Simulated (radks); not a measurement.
Removal energies from the terbium ion Tb8+, [Kr] 4d10 4f(5/2: 5, 7/2: 0) 5s2 5p(1/2: 2, 3/2: 2), by Delta-SCF beside the eigenvalue of the level emptied. Calculated with a radial shooting solver on a logarithmic mesh with Libxc functionals: Dirac Kohn-Sham, PBE, spin-unpolarised, spherical densities, finite nucleus; Fermi nuclear charge, rms radius of each element as measured or else 0.836 A^(1/3) + 0.57 fm. Sub-shells are occupied by j as written (lower j first in brackets).

removed from                                  final configuration  Delta-SCF (eV)  -eigenvalue (eV)
5p3/2         [Kr] 4d10 4f(5/2: 5, 7/2: 0) 5s2 5p(1/2: 2, 3/2: 1)          141.55            133.18
5p1/2         [Kr] 4d10 4f(5/2: 5, 7/2: 0) 5s2 5p(1/2: 1, 3/2: 2)          148.92            140.20
4f5/2         [Kr] 4d10 4f(5/2: 4, 7/2: 0) 5s2 5p(1/2: 2, 3/2: 2)          152.64            138.79
5s1/2         [Kr] 4d10 4f(5/2: 5, 7/2: 0) 5s1 5p(1/2: 2, 3/2: 2)          173.12            163.89
